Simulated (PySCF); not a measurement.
**Radial density of Ti²⁺ (titanium, charge +2)**

UHF, [Ar] 3d1 4s1, high-spin 3D determinant (an excited configuration). Computed with PySCF 2.14 in aug-cc-pVDZ, with no relativity, point nucleus.

| r (bohr) | 4πr²ρ (e/bohr) | 4πr²(ρα − ρβ) |
| --- | --- | --- |
| 0.00124 | 0.1309 | 0.0001 |
| 0.00209 | 0.3566 | 0.0002 |
| 0.00351 | 0.9479 | 0.0006 |
| 0.00591 | 2.414 | 0.0015 |
| 0.00994 | 5.722 | 0.0036 |
| 0.0167 | 12.03 | 0.0074 |
| 0.0281 | 20.74 | 0.0117 |
| 0.0473 | 26.03 | 0.0105 |
| 0.0795 | 21.91 | 0.0009 |
| 0.134 | 20.63 | 0.0145 |
| 0.225 | 28.03 | 0.0772 |
| 0.379 | 15.77 | 0.2102 |
| 0.637 | 7.998 | 0.6848 |
| 1.07 | 8.716 | 0.7520 |
| 1.80 | 2.005 | 0.5555 |
| 3.03 | 0.4411 | 0.4248 |
| 5.10 | 0.04263 | 0.0425 |
| 8.57 | 0.0001500 | 0.0000 |
| 14.4 | 3.841e-05 | 0.0000 |
